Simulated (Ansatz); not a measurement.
Geometry optimisation, RKS B3LYP-D4/def2-SVP (Ansatz 0.2.0).

Input file:

```yaml
crystal:
  periodic: [false, false, false]
  atoms:
    - { symbol: "N", position_ang: [0.1736, 0.281, 2.3325] }
    - { symbol: Si, position_ang: [0.7008, 0.5867, 0.7478] }
    - { symbol: C, position_ang: [1.0191, -0.9935, -0.235] }
    - { symbol: C, position_ang: [0.02, -0.9009, -1.2509] }
    - { symbol: C, position_ang: [-0.8489, 0.158, -1.174] }
    - { symbol: O, position_ang: [-1.8871, 0.3874, -2.021] }
    - { symbol: O, position_ang: [-0.5953, 1.1049, -0.1494] }
    - { symbol: H, position_ang: [0.17793, -0.70847, 2.44344] }
    - { symbol: H, position_ang: [0.98372, 0.57951, 3.00712] }
    - { symbol: H, position_ang: [1.7947, 1.5912, 0.7774] }
    - { symbol: H, position_ang: [2.0226, -0.9748, -0.6821] }
    - { symbol: H, position_ang: [0.9689, -1.8856, 0.4098] }
    - { symbol: H, position_ang: [-0.2361, -1.6455, -2.0221] }
    - { symbol: H, position_ang: [-2.3027, 1.2267, -1.7125] }
basis:
  gaussian: { orbitals: def2-SVP }
hamiltonian:
  xc: b3lyp
  dispersion: d4
relax:
  f_tol: 0.015
  max_steps: 40
output:
  orbitals: {}
```

Launched with:

```bash
$ ansatz run input.yaml --threads 2 --pin off --max-ram 3072MiB --backend cpu --events-out ev --progress --plain --runs-dir out
```

Where does it end, and by what steps?

The run converged. After 13 steps the energy has fallen by 0.758 eV; H9 moved furthest, 0.59 Å.

| step | energy less start (eV) | largest force component (eV/Å) | accepted |
| --- | --- | --- | --- |
| 0 | 0.0000 | 3.691 | yes |
| 1 | -0.4892 | 1.347 | yes |
| 2 | -0.6255 | 1.410 | yes |
| 3 | -0.7001 | 0.440 | yes |
| 4 | -0.6858 | 0.600 | no |
| 5 | -0.7187 | 0.194 | yes |
| 6 | -0.7396 | 0.515 | yes |
| 7 | -0.7047 | 0.614 | no |
| 8 | -0.7495 | 0.330 | yes |
| 9 | -0.7554 | 0.134 | yes |
| 10 | -0.7576 | 0.079 | yes |
| 11 | -0.7582 | 0.017 | yes |
| 12 | -0.7583 | 0.018 | yes |
| 13 | -0.7584 | 0.010 | yes |

```xyz
14
Properties=species:S:1:pos:R:3
N 0.501 0.148 2.371
Si 0.827 0.502 0.727
C 1.111 -1.031 -0.342
C -0.056 -0.949 -1.303
C -0.834 0.142 -1.153
O -1.920 0.451 -1.880
O -0.540 1.055 -0.185
H -0.078 -0.643 2.636
H 0.480 0.877 3.077
H 1.814 1.608 0.711
H 2.094 -1.006 -0.848
H 1.111 -1.950 0.274
H -0.265 -1.695 -2.069
H -2.254 1.296 -1.546
```

Whether the end is a true minimum wasn't checked by a vibrational analysis.

Run time: 52 s on 2 threads of AMD EPYC 9R14 (Zen 4) (shared host), peak memory 0.41 GiB.
